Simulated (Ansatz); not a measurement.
Reaction (ligand exchange at a Ga–C bond): `N=C=[CH][GaH2]` + `[SiH3]CS` → `[SiH3]C[S][GaH2]` + `C=C=N`

Program: Ansatz. Geometries: PBE0-D4/def2-TZVP. ΔE: electronic, gas phase. CCSD(T)/CBS is the MP2 limit (def2-TZVPP, def2-QZVPP) plus CCSD(T) − MP2 in def2-TZVPP, frozen cores. This one scheme is used for every species. Functionals use def2-TZVPP. B3LYP here is the variant with VWN-RPA as its local correlation; programs differ in this. For Ga outer-core shells are correlated without core-valence functions, which leaves a few kJ/mol of doubt a bond. Scalar relativity is left out up to krypton. One conformer a species, not always the lowest.

`N=C=[CH][GaH2]`:

```xyz
8

N    -0.942    0.961    1.812
C    -0.810    0.483    0.704
C    -0.637   -0.156   -0.426
Ga    1.121   -0.820   -0.870
H    -0.825    1.960    1.937
H    -1.495   -0.288   -1.076
H     1.303   -1.589   -2.220
H     2.286   -0.551    0.139
```

`[SiH3]CS`:

Z-matrix (Å, degrees):
```
Si
C 1 1.878
H 1 1.489 2 110.7
H 1 1.484 2 109.8 3 121.0
H 1 1.488 2 108.8 3 -119.4
S 2 1.813 1 111.4 3 177.0
H 2 1.092 1 112.3 3 52.0
H 2 1.093 1 109.3 3 -67.0
H 6 1.343 2 97.3 1 -50.2
```

`[SiH3]C[S][GaH2]`:

```xyz
11

Si   -0.734   -1.392   -0.481
C    -0.792    0.473   -0.695
S     0.903    1.121   -0.902
Ga    1.639    1.222    1.160
H    -0.068   -2.008   -1.655
H    -2.106   -1.958   -0.339
H     0.048   -1.705    0.745
H    -1.341    0.742   -1.600
H    -1.290    0.957    0.146
H     3.122    1.671    1.331
H     0.619    0.878    2.292
```

`C=C=N`:

```xyz
6

C     0.317   -0.646    0.651
C    -0.211    0.258   -0.128
N    -0.781    1.122   -0.770
H    -0.027   -1.670    0.607
H     1.109   -0.379    1.337
H    -0.406    1.315   -1.696
```

| level | ΔE (kcal/mol) | difference from CCSD(T)/CBS |
| --- | --- | --- |
| r2SCAN-D4 | -14.6 | 0.3 |
| B3LYP-D4 | -15.3 | -0.4 |
| r2SCANh-D4 | -14.7 | 0.2 |
| ωB97X-V | -14.6 | 0.3 |
| PBE-QIDH | -14.1 | 0.8 |
| BLYP | -13.8 | 1.1 |
| BHLYP | -14.2 | 0.7 |
| SCS-MP2/def2-TZVPP | -13.5 | 1.4 |
| MP2/CBS(def2) | -14.0 | 0.9 |
| CCSD/CBS(def2) | -14.9 | 0.0 |
| CCSD(T)/CBS | -14.9 | 0 |

Largest T1 diagnostic among the species: 0.015.

Leaving LDA and LC-ωPBE aside and taking each functional with its dispersion term where it has one, the values, not all of them listed here, spread over 1.9 kcal/mol, from BHLYP-D4 to B2PLYP. The D4 term adds −1.3 kcal/mol with B3LYP and −0.7 kcal/mol with PBE0; it sums over pairs of atoms, weighted by their polarisabilities, and B3LYP, whose exchange is more repulsive, gets the larger term.
